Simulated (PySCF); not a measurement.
Bonds: C1-C2 1.508 Å, C2-O3 1.219 Å, C2-N4 1.364 Å, N4-Si5 1.754 Å, Si5-C6 1.902 Å, C6-N7 1.274 Å. C1 carries H8, H9, H10; N4 carries H11; Si5 carries H12, H13; C6 carries H14; N7 carries H15.

Geometry: PBE0-D3(BJ)/def2-SVP; GIAO shifts from PySCF 2.14.0 with density-fitted response routines, gas phase, non-relativistic, averaged over equivalent atoms.

At PBE0/pcSseg-1 (166 basis functions, 37 s wall time on 1 thread of an Intel Xeon, shared host):
| atoms | δ (ppm) |
| --- | --- |
| C6 | 195.6 |
| C2 | 176.7 |
| C1 | 23.7 |
| O3 | 465.4 |
| N7 | 416.4 |
| N4 | 112.2 |
| Si5 | -51.6 |
| H15 | 11.83 |
| H14 | 9.09 |
| H11 | 5.54 |
| H12/H13 | 4.97 |
| H8/H9/H10 | 1.94 |

δ = σ(ref) − σ, references computed at the same level: TMS for ¹³C (σ = 184.41 ppm), ²⁹Si (σ = 351.99 ppm), ¹H (σ = 31.27 ppm); ¹⁷O (σ = 334.56 ppm) against H2O; ¹⁵N (σ = 265.67 ppm) against NH3.

Predict the values at wB97X-D/pcSseg-1 on the same geometry.

Answers


```tsv
atoms	δ at wB97X-D/pcSseg-1	change
C6	196.2	+0.6
C2	178.6	+1.9
C1	24.6	+0.9
O3	458.9	-6.5
N7	414.5	-1.9
N4	110.1	-2.1
Si5	-50.6	+1.0
H15	11.75	-0.08
H14	8.95	-0.14
H11	5.56	+0.02
H12/H13	4.88	-0.09
H8/H9/H10	1.94	+0.00
```

δ = σ(ref) − σ, references computed at the same level: ¹³C (184.54 ppm), ²⁹Si (352.93 ppm), ¹H (31.38 ppm) vs TMS; ¹⁷O (333.19 ppm) against H2O; ¹⁵N (263.98 ppm) against NH3.

The largest change is at O3 (oxygen bonded to C). Cost: 166 basis functions, 50 s wall time on 1 thread of an Intel Xeon, shared host. The order of the carbon signals is the same at both levels.

Unscaled 17O shifts of doubly bonded oxygen tend to come out too high, by tens of ppm or more. Experimental scales use liquid or dissolved standards, which lie at an offset from isolated NH3 (liquid NH3: subtract about 20 ppm) and H2O (liquid H2O: subtract about 36 ppm). Unscaled 15N shifts of sp2 nitrogen come out 20 to 40 ppm too high even then.
